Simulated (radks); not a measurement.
Values are calculated unless marked as measured or tabulated.
Q: Radial electron density D(r) = 4 pi r^2 rho(r) of an atom or ion with 55 electrons. Code: a radial shooting solver on a logarithmic mesh with Libxc functionals. Model: scalar-relativistic Kohn-Sham, PBEsol, spin-polarised, spherical densities, finite nucleus; Fermi nuclear charge, rms radius of each element as measured or else 0.836 A^(1/3) + 0.57 fm.

```
   r/bohr * D(r) (the largest magnitude, 107, reaches the edge; | marks zero)
 0.001097 | *
 0.001267 |  *
 0.001475 |  *
 0.001703 |   *
 0.001967 |    *
 0.002272 |     *
 0.002624 |       *
  0.00303 |         *
   0.0035 |           *
 0.004074 |              *
 0.004705 |                 *
 0.005434 |                    *
 0.006275 |                        *
 0.007247 |                           *
  0.00837 |                               *
 0.009666 |                                  *
  0.01125 |                                     *
    0.013 |                                       *
  0.01501 |                                        *
  0.01733 |                                        *
  0.02002 |                                       *
  0.02312 |                                      *
   0.0267 |                                    *
  0.03108 |                                    *
   0.0359 |                                     *
  0.04146 |                                        *
  0.04788 |                                            *
  0.05529 |                                                 *
  0.06386 |                                                     *
  0.07375 |                                                      *
  0.08585 |                                                   *
  0.09915 |                                              *
   0.1145 |                                          *
   0.1322 |                                        *
   0.1527 |                                          *
   0.1764 |                                              *
   0.2037 |                                               *
   0.2371 |                                           *
   0.2739 |                                  *
   0.3163 |                        *
   0.3653 |                  *
   0.4218 |                 *
   0.4872 |                   *
   0.5626 |                    *
    0.655 |                 *
   0.7564 |            *
   0.8736 |        *
    1.009 |      *
    1.165 |     *
    1.346 |    *
    1.554 |  *
    1.809 | *
    2.089 |*
    2.413 |*
    2.787 *
    3.218 *
    3.717 *
    4.293 *
    4.997 *
    5.771 *
```

What is the nuclear charge?

A: Z = 61. The innermost maximum, from 1s, lies near gamma/Z bohr with gamma = sqrt(1 - (Z/c)^2) = 0.895, here 0.0147 bohr (found: 0.0161), and its height grows with Z. The density is that of the promethium ion Pm6+ in [Xe] 6s1; the configuration itself is not fixed sharply by these data, and Z only to a few units. D(r) has 4 maxima, at r = 0.0161, 0.0714, 0.199, 0.541 bohr, and minima at 0.0308, 0.131, 0.399 bohr, inside which lie 1.94, 11.13, 28.97 electrons.
